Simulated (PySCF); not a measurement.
Compound: C₈H₇N.
SMILES: `C=C=Cc1ccccn1`

All values: B3LYP/def2-SVPD (PySCF, non-relativistic), on one gas-phase PBE0-D3(BJ)/def2-SVP geometry that isn't relaxed in the solvent. The solvent is an IEF-PCM continuum (cavity from Bondi-type radii × 1.2), and excitations are vertical TDDFT with non-equilibrium linear response and a frozen core. Only the electrostatic response of the medium enters.

Gas-phase singlets (H = HOMO, L = LUMO):

```csv
state,E (eV),λ (nm),f,leading configurations
S1,4.534,273,0.001,H-1→L 99%
S2,4.862,255,0.206,"H→L+1 52%, H→L 33%"
S3,4.919,252,0.002,H-1→L+1 97%
S4,4.997,248,0.287,"H→L 62%, H→L+1 33%"
S5,5.124,242,0.000,"H→L+2 48%, H-2→L 48%"
```

Problem. How does the list change in chloroform (ε = 4.711)?

Solution. 
```csv
state,E (eV),λ (nm),f,leading configurations,change by rank (eV)
S1,4.667,266,0.001,H-1→L 98%,+0.133
S2,4.765,260,0.531,"H→L 74%, H→L+1 19%",-0.097
S3,4.933,251,0.133,"H→L+1 69%, H→L 23%",+0.014
S4,5.045,246,0.003,H-1→L+1 92%,+0.048
S5,5.133,242,0.000,"H-2→L 63%, H→L+2 30%",+0.009
```

Problem. How does the list change in tetrahydrofuran (ε = 7.426)?

Solution. 
```
state  E (eV)  λ (nm)      f  leading configurations  change by rank (eV)
   S1   4.689     264  0.001               H-1→L 98%               +0.155
   S2   4.770     260  0.509      H→L 72%, H→L+1 20%               -0.092
   S3   4.939     251  0.143      H→L+1 67%, H→L 25%               +0.020
   S4   5.067     245  0.003             H-1→L+1 89%               +0.070
   S5   5.136     241  0.000    H-2→L 63%, H→L+2 27%               +0.012
```

Problem. How do the frontier levels move from gas to tetrahydrofuran?

Solution. 
| orbital | gas (eV) | solvent (eV) | change (eV) |
| --- | --- | --- | --- |
| LUMO+2 | -0.22 | -0.19 | +0.03 |
| LUMO+1 | -0.96 | -0.98 | -0.02 |
| LUMO | -1.44 | -1.45 | -0.01 |
| HOMO | -6.61 | -6.61 | 0.00 |
| HOMO-1 | -7.17 | -7.34 | -0.17 |
| HOMO-2 | -7.80 | -7.79 | +0.01 |
| HOMO-3 | -8.04 | -8.08 | -0.04 |

The HOMO–LUMO gap goes from 5.17 to 5.17 eV.

Hardware: one thread of an Intel Xeon 6975P-C (shared host). Cost: 27 s wall, 1.1 GiB resident at most. This is the whole response run at B3LYP/def2-SVPD in tetrahydrofuran, SCF included.

The values belong to the conformer `[CH2:1]=[C:2]=[CH:3][c:4]1[cH:5][cH:6][cH:7][cH:8][n:9]1`: C2–C3–C4–C5 0°.
